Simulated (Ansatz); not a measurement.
Sn4Ge⁻, relaxed as a doublet with UKS r2SCAN-D4/def2-SVPD in Ansatz, starting from the GFN1-xTB geometry. Force threshold 0.02 eV/Å.

In the def2 sets Sn takes a core potential; there is no spin–orbit coupling. Another isomer (doublet) lies 0.88 eV lower at PBE0-D4/def2-TZVPD; other spin states weren't run for this one.

Start:

```xyz
5

Ge   -0.001    0.126    0.286
Sn   -0.342   -0.384   -1.143
Sn    1.307   -0.616   -0.599
Sn   -0.748    0.628    0.234
Sn   -0.215    0.247    1.222
```

```json
{"step": "1", "energy (eV)": "-79071.7930", "largest force component (eV/Å)": "1968.743", "SCF passes": "60"}
{"step": "2", "energy (eV)": "-79587.5854", "largest force component (eV/Å)": "384.415", "SCF passes": "41"}
{"step": "3", "energy (eV)": "-79686.5119", "largest force component (eV/Å)": "231.866", "SCF passes": "38"}
{"step": "4", "energy (eV)": "-79776.6483", "largest force component (eV/Å)": "100.371", "SCF passes": "42"}
{"step": "5", "energy (eV)": "-79816.9941", "largest force component (eV/Å)": "45.158", "SCF passes": "36"}
{"step": "6", "energy (eV)": "-79836.6309", "largest force component (eV/Å)": "19.048", "SCF passes": "35"}
{"step": "7", "energy (eV)": "-79845.7445", "largest force component (eV/Å)": "11.161", "SCF passes": "37"}
{"step": "8", "energy (eV)": "-79849.3048", "largest force component (eV/Å)": "5.336", "SCF passes": "41"}
{"step": "9", "energy (eV)": "-79850.3337", "largest force component (eV/Å)": "2.010", "SCF passes": "42"}
{"step": "10", "energy (eV)": "-79850.6122", "largest force component (eV/Å)": "1.209", "SCF passes": "40"}
{"step": "11", "energy (eV)": "-79850.8352", "largest force component (eV/Å)": "0.740", "SCF passes": "38"}
{"step": "12", "energy (eV)": "-79850.9450", "largest force component (eV/Å)": "0.261", "SCF passes": "38"}
{"step": "13", "energy (eV)": "-79850.9713", "largest force component (eV/Å)": "0.096", "SCF passes": "35"}
{"step": "14", "energy (eV)": "-79850.9833", "largest force component (eV/Å)": "0.040", "SCF passes": "32"}
{"step": "15", "energy (eV)": "-79850.9837", "largest force component (eV/Å)": "0.010", "SCF passes": "31"}
```

Force components are those of the run's own axes.

End:

```xyz
5

Ge    0.8448   -0.2450    0.6514
Sn   -0.7540   -0.7554   -1.6989
Sn    2.1093   -0.8208   -1.5380
Sn   -1.4107    1.4763    0.0121
Sn   -0.7894    0.3449    2.5734
```

Bonds lost: Sn2–Sn5, Sn3–Sn4, Sn3–Sn5 (atoms count from 1).

No frequencies were taken in this run, so the end may be a saddle point.

Hardware: 4 threads of Arm Neoverse V2 on a shared host. Wall time 3.2 min, peak host memory 0.64 GiB.
